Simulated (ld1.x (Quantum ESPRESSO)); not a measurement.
# Configuration tests for molybdenum (TM)

molybdenum (Mo), norm-conserving Troullier–Martins (Kleinman–Bylander form), made with ld1.x (Quantum ESPRESSO) 7.5 (Wu–Cohen, scalar-relativistic). Core [Ar] 3d10 4s2, reference 4p6 4d5 5s1 5p0. Waves: 4p (bound): rc 1.65 bohr; 4d (bound): rc 1.45 bohr; 5s (bound): rc 2.35 bohr. Local part: the s channel. Core correction: a·sin(br)/r model core inside 1.45 bohr.

Energies are relative to the spin-unpolarised reference configuration 4p6 4d5 5s1 5p0; without spin polarisation the order of configurations can differ from experiment.

Question: Give the all-electron excitation energy and the error of the potential for: 4p6 4d5 5s0 5p0; 4p6 4d4 5s0 5p0; 4p6 4d3 5s0 5p0; 4p6 4d2 5s0 5p0; 4p6 4d5.5 5s0.5 5p0; 4p6 4d4 5s1 5p0; 4p6 4d4 5s2 5p0.

Answer:

```tsv
valence configuration	charge	ΔE all-electron (eV)	error AE − PS (meV)
4p6 4d5 5s0 5p0	+1	6.890	-13
4p6 4d4 5s0 5p0	+2	22.340	-57
4p6 4d3 5s0 5p0	+3	49.067	-260
4p6 4d2 5s0 5p0	+4	88.550	-623
4p6 4d5.5 5s0.5 5p0	0	0.288	-12
4p6 4d4 5s1 5p0	+1	8.083	-33
4p6 4d4 5s2 5p0	0	0.164	-51
```

These tests converged, but a pseudo level misses the all-electron one widely, so the file describes the atom poorly there or has found another state: 4p6 4d3 5s0 5p0: empty 5p by 2.2 eV; 4p6 4d2 5s0 5p0: empty 5p by 3.2 eV.
